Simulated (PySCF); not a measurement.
Molfile (atoms numbered from 1):
```
C4H2F3S2
     RDKit          3D

 11 11  0  0  0  0  0  0  0  0999 V2000
   -2.1308   -1.3366   -0.4224 F   0  0  0  0  0  0  0  0  0  0  0  0
   -1.7408   -0.1644    0.0744 C   0  0  0  0  0  0  0  0  0  0  0  0
   -2.1732   -0.0888    1.3314 F   0  0  0  0  0  0  0  0  0  0  0  0
   -2.3149    0.8025   -0.6273 F   0  0  0  0  0  0  0  0  0  0  0  0
   -0.2258   -0.0447    0.0249 C   0  0  0  0  0  0  0  0  0  0  0  0
    0.4420    0.9210   -0.6469 C   0  0  0  0  0  0  0  0  0  0  0  0
    2.1512    0.8595   -0.5635 S   0  0  0  0  0  0  0  0  0  0  0  0
    2.1828   -0.5087    0.4108 C   0  0  0  0  0  0  0  0  0  0  0  0
    0.7314   -1.2083    0.8741 S   0  0  0  0  0  0  0  0  0  0  0  0
   -0.0369    1.7040   -1.2157 H   0  0  0  0  0  0  0  0  0  0  0  0
    3.1203   -0.9329    0.7343 H   0  0  0  0  0  0  0  0  0  0  0  0
  1  2  1  0
  2  3  1  0
  2  4  1  0
  2  5  1  0
  5  6  2  0
  6  7  1  0
  7  8  1  0
  8  9  1  0
  9  5  1  0
  6 10  1  0
  8 11  1  0
M  CHG  1   8   1
M  END
```

Geometry: GFN2-xTB; GIAO absolute shieldings from PySCF, gas phase, non-relativistic, averaged over equivalent atoms.

At WP04/pcSseg-1 (177 basis functions, 34 s wall time on 1 thread of an Arm Neoverse N1, shared host):
| atoms | σ (ppm) |
| --- | --- |
| F1/F3/F4 | 232.7 |
| C8 | -31.2 |
| C5 | 6.8 |
| C6 | 18.9 |
| C2 | 43.3 |
| S9 | 22.4 |
| S7 | 31.4 |
| H11 | 21.33 |
| H10 | 22.61 |

What do these become at HSE06/6-311G**?

Answers


```csv
atoms,σ at HSE06/6-311G**,change
F1/F3/F4,236.6,+3.9
C8,-7.1,+24.1
C5,24.9,+18.1
C6,38.9,+20.0
C2,64.6,+21.3
S9,76.3,+53.9
S7,79.2,+47.8
H11,21.27,-0.06
H10,22.52,-0.09
```

The largest change is at S9 (aromatic ring sulfur). Cost: 190 basis functions, 76 s wall time on 1 thread of an Arm Neoverse N1, shared host. The order of the carbon signals is the same at both levels.
